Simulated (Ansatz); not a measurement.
Cl$_{2}$Se, charge +1, doublet, at a GFN2-xTB geometry (a state made from the parent by changing its charge; the spin is typed, not shown lowest), atoms displaced at random by about 0.05 Å a coordinate; HF/pcseg-1 (Ansatz, a quantum-chemistry and plane-wave program).

Here is a job for Ansatz.
Ansatz 0.2 input:
```yaml
crystal:
  periodic: [false, false, false]
  atoms:
    - {symbol: Se, position_ang: [-0.03464910, 0.03119263, 0.56749345]}
    - {symbol: Cl, position_ang: [0.99761127, 1.33220783, -0.63292436]}
    - {symbol: Cl, position_ang: [-1.06720656, -1.25922728, -0.69119043]}
basis:
  gaussian:
    orbitals: pcseg-1.json
hamiltonian:
  xc: hf
total_charge: 1
magnetization: {spin_polarized: true, initial_magnetization: 1}
relax: {escape_saddle: false}
```
The basis file holds pcseg-1 in the JSON format of the Basis Set Exchange.

Predict the main parts of the log of this Ansatz run.


```
Functional definition: HF
642 factors; integrals over basis functions are off by at most 2.1e-4 eV
mean field evaluation 1: about -90288.5700 eV, gradient 1.6e1 eV
mean field evaluation 2: about -90288.7236 eV, gradient 1.6e1 eV
mean field evaluation 4: about -90290.5471 eV, gradient 1.6e0 eV
mean field evaluation 8: about -90290.6181 eV, gradient 3.0e-1 eV
mean field evaluation 16: about -90281.8973 eV, gradient 9.6e0 eV
mean field -90290.62233769 eV, -3318.1191697282 hartree, gradient 7.2e-5 eV, S^2 0.763031; 1 other end points of the search recorded, 0 dependent functions left out
the calculation of the forces begins
reference -90290.62233769 eV, -3318.1191697282 hartree; 34, 33 occupied and 29, 30 virtual orbitals, 642 factors
relax step   1: F+E_penalty+E_count = -90290.62233769 eV  Δ(F+E_penalty+E_count) = +0.000e0 eV  max|allowed force component| = 9.961e-1 eV/Å  Δτ_max = 0.0000 Å  (113 SCF iters, accepted)
these checks for a lower state are left out or cut short: starts, cluster_reference, orbital_swaps, neighbouring_geometries, increment
642 factors; integrals over basis functions are off by at most 2.3e-4 eV
mean field evaluation 32: about -90290.6322 eV, gradient 3.4e-3 eV
mean field -90290.63223971 eV, -3318.1195336206 hartree, gradient 1.4e-5 eV, S^2 0.763267; 0 other end points of the search recorded, 0 dependent functions left out
the calculation of the forces begins
reference -90290.63223971 eV, -3318.1195336206 hartree; 34, 33 occupied and 29, 30 virtual orbitals, 642 factors
relax step   2: F+E_penalty+E_count = -90290.63223971 eV  Δ(F+E_penalty+E_count) = -9.902e-3 eV  max|allowed force component| = 5.974e-1 eV/Å  Δτ_max = 0.0938 Å  (52 SCF iters, accepted)
these checks for a lower state are left out or cut short: starts, cluster_reference, orbital_swaps, neighbouring_geometries, increment
642 factors; integrals over basis functions are off by at most 2.2e-4 eV
mean field -90290.65508871 eV, -3318.1203733059 hartree, gradient 1.5e-5 eV, S^2 0.763163; 0 other end points of the search recorded, 0 dependent functions left out
the calculation of the forces begins
reference -90290.65508871 eV, -3318.1203733059 hartree; 34, 33 occupied and 29, 30 virtual orbitals, 642 factors
relax step   3: F+E_penalty+E_count = -90290.65508871 eV  Δ(F+E_penalty+E_count) = -2.285e-2 eV  max|allowed force component| = 1.140e-1 eV/Å  Δτ_max = 0.0530 Å  (51 SCF iters, accepted)
these checks for a lower state are left out or cut short: starts, cluster_reference, orbital_swaps, neighbouring_geometries, increment
642 factors; integrals over basis functions are off by at most 2.2e-4 eV
mean field -90290.65568632 eV, -3318.1203952677 hartree, gradient 2.4e-5 eV, S^2 0.763112; 0 other end points of the search recorded, 0 dependent functions left out
the calculation of the forces begins
reference -90290.65568632 eV, -3318.1203952677 hartree; 34, 33 occupied and 29, 30 virtual orbitals, 642 factors
relax step   4: F+E_penalty+E_count = -90290.65568632 eV  Δ(F+E_penalty+E_count) = -5.976e-4 eV  max|allowed force component| = 6.957e-3 eV/Å  Δτ_max = 0.0052 Å  (43 SCF iters, accepted)
642 factors; integrals over basis functions are off by at most 2.2e-4 eV
mean field evaluation 64: about -90290.6368 eV, gradient 6.7e-1 eV
mean field -90290.65568632 eV, -3318.1203952677 hartree, gradient 2.4e-5 eV, S^2 0.763112; 1 other end points of the search recorded, 0 dependent functions left out
the calculation of the forces begins
reference -90290.65568632 eV, -3318.1203952677 hartree; 34, 33 occupied and 29, 30 virtual orbitals, 642 factors
Total energy: -90290.65568632 eV, -3318.1203952677 hartree
Atom 0 at    -0.040931     0.023094     0.615375 Å, force     0.000202     0.000274    -0.004563 eV/Å
Atom 1 at     0.985401     1.317010    -0.661652 Å, force    -0.005534    -0.006957     0.002260 eV/Å
Atom 2 at    -1.048714    -1.235930    -0.710344 Å, force     0.005333     0.006683     0.002303 eV/Å
Dipole moment:    -0.001784    -0.003349     0.248924 e Å
```
